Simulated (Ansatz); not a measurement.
`C[CH](C)[Sn][NH2]`. The species carries charge 0 and has multiplicity 1. Sn: def2 effective core potential.

```xyz
14

C    -0.492   -0.244    1.417
C    -0.859    0.335    0.059
C    -0.852   -0.730   -1.028
Sn    0.461    2.038   -0.477
N     2.129    0.909   -0.490
H     0.524   -0.653    1.422
H    -0.542    0.502    2.217
H    -1.167   -1.062    1.699
H    -1.866    0.764    0.122
H    -1.533   -1.556   -0.784
H    -1.163   -0.336   -2.001
H     0.143   -1.166   -1.161
H     3.044    1.278   -0.698
H     2.173   -0.080   -0.296
```

Question: What are the harmonic wavenumbers in cm⁻¹ at PBE0-D4/def2-TZVP (Ansatz, finite differences of forces, unscaled)? (Best estimate.)

Answer: Computed: 38, 151, 153, 226, 235, 240, 371, 381, 467, 473, 606, 662, 891, 921, 981, 984, 1107, 1176, 1218, 1340, 1393, 1410, 1470, 1486, 1487, 1496, 1551, 3006, 3006, 3033, 3069, 3069, 3093, 3096, 3572, 3687.

Question: Is this a minimum?

Answer: Yes, all 36 modes are real.

Question: Give the ideal-gas thermochemistry at 298.15 K and 1 bar (rigid rotor, harmonic oscillator; point group Cs, symmetry number 1).

Answer: Zero-point energy 308.3 kJ/mol; H(298) − E = 332.4 kJ/mol; entropy 378.8 J/(mol·K), of which translation 173.5, rotation 116.0, vibration 89.3; G(298) − E = 219.5 kJ/mol. Modes under 100 cm⁻¹ are hindered rotations or soft bends, so the harmonic entropy is rough.

Question: And at 400, 500, 600, 800 and 1000 K?

Answer: 
| T (K) | H − E (kJ/mol) | S (J/mol/K) | G − E (kJ/mol) |
| --- | --- | --- | --- |
| 400 | 346.5 | 419.1 | 178.8 |
| 500 | 362.6 | 455.1 | 135.1 |
| 600 | 380.8 | 488.2 | 87.9 |
| 800 | 422.1 | 547.3 | -15.8 |
| 1000 | 468.4 | 599.0 | -130.5 |

Question: Rotational constants (cm⁻¹)?

Answer: 0.1349, 0.05755, 0.05458.
